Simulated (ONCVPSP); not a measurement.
**Transferability test, ONCV potential for iron (Fe)**

- Element: Fe
- Generator: ONCVPSP 4.0.1
- Type: optimised norm-conserving Vanderbilt (ONCV)
- Functional: PBEsol
- Relativity: scalar-relativistic
- Frozen core: [Ne]
- Valence charge: 16
- Reference configuration: 3s2 3p6 3d6 4s2
- Partial waves: 3s+4s: rc 1.30 bohr, ncon 3, nbas 7, qcut 11.9 1/bohr, 2 projectors; 3p: rc 0.95 bohr, ncon 4, nbas 7, qcut 7.2 1/bohr, 2 projectors, debl 0.8 Ha; 3d: rc 1.45 bohr, ncon 4, nbas 8, qcut 12.9 1/bohr, 2 projectors, debl 2 Ha
- Local potential: polynomial inside 0.90 bohr (lpopt 5, dvloc0 0 Ha)
- Core correction: Teter function fitted to the true core (icmod 2), fcfact 0.45

In the p channel the program set the typed energies aside and used -2.202, 0.250 Ha.

Energies are relative to the spin-unpolarised reference configuration 3s2 3p6 3d6 4s2; without spin polarisation the order of configurations can differ from experiment.

```
valence configuration  charge  ΔE all-electron (eV)  error AE − PS (meV)
      3s2 3p6 3d6 4s1      +1                 8.745                 +0.1
      3s2 3p6 3d5 4s0      +3                59.049                 +6.4
  3s2 3p6 3d6 4s1 4p1       0                 4.135                  0.0
```

**Question.** What are ΔE and the potential's error for 3s2 3p6 3d6 4s0?

**Answer.** ΔE = 24.862 eV all-electron; the error (AE − PS) is +2.4 meV.

Levels in the configuration 3s2 3p6 3d6 4s1:

```csv
level,all-electron (eV),pseudo (eV)
3s,-102.298,-102.299
3p,-68.469,-68.469
3d,-15.984,-15.991
4s,-12.327,-12.325
```
